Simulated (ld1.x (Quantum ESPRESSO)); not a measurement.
**Reading a pseudo-wave (platinum)**

Columns: radius, all-electron u(r) and pseudo u(r) of the 5d shell (level -38.76 eV) of platinum in the configuration [Kr] 4d10 4f14 5s2 5p6 5d7 6s0 6p0; PBE, scalar-relativistic, TM scheme, ld1.x (Quantum ESPRESSO) 7.5.

| r (bohr) | all-electron | pseudo |
| --- | --- | --- |
| 0.103 | 0.2935 | 0.0027 |
| 0.205 | -0.0424 | 0.0205 |
| 0.308 | -0.3996 | 0.0658 |
| 0.410 | -0.3970 | 0.1433 |
| 0.513 | -0.1682 | 0.2529 |
| 0.615 | 0.1228 | 0.3835 |
| 0.718 | 0.3936 | 0.5238 |
| 0.820 | 0.6054 | 0.6554 |
| 0.923 | 0.7567 | 0.7671 |
| 1.025 | 0.8503 | 0.8478 |
| 1.128 | 0.8989 | 0.8958 |
| 1.230 | 0.9121 | 0.9118 |
| 1.332 | 0.8998 | 0.9018 |
| 1.435 | 0.8696 | 0.8721 |
| 1.538 | 0.8274 | 0.8292 |
| 1.640 | 0.7782 | 0.7792 |
| 1.743 | 0.7247 | 0.7250 |
| 1.845 | 0.6701 | 0.6702 |
| 1.948 | 0.6152 | 0.6152 |
| 2.050 | 0.5622 | 0.5622 |
| 2.153 | 0.5110 | 0.5110 |
| 2.255 | 0.4631 | 0.4631 |
| 2.358 | 0.4178 | 0.4178 |
| 2.460 | 0.3762 | 0.3762 |
| 2.562 | 0.3378 | 0.3378 |
| 2.665 | 0.3023 | 0.3023 |

(1) How many radial nodes do the two functions have?

(2) At about which radius was the pseudo-wave matched?

(3) Where does each function peak?

(4) Is the pseudo-wave norm-conserving?

Results:

(1) The all-electron 5d function has n − l − 1 = 2; the pseudo-wave has 0, since the states of the same l below it are removed with the core.

(2) 2.05 bohr. The columns agree to 0.0005 from 1.74 bohr on; several derivatives are matched, so the curves merge somewhat inside the radius.

(3) Outermost all-electron maximum near 1.23 bohr, pseudo maximum near 1.23 bohr (to the table’s step).

(4) Yes: the TM scheme keeps the norm inside the radius equal to the all-electron one, which fixes the energy derivative of the logarithmic derivative at the level.
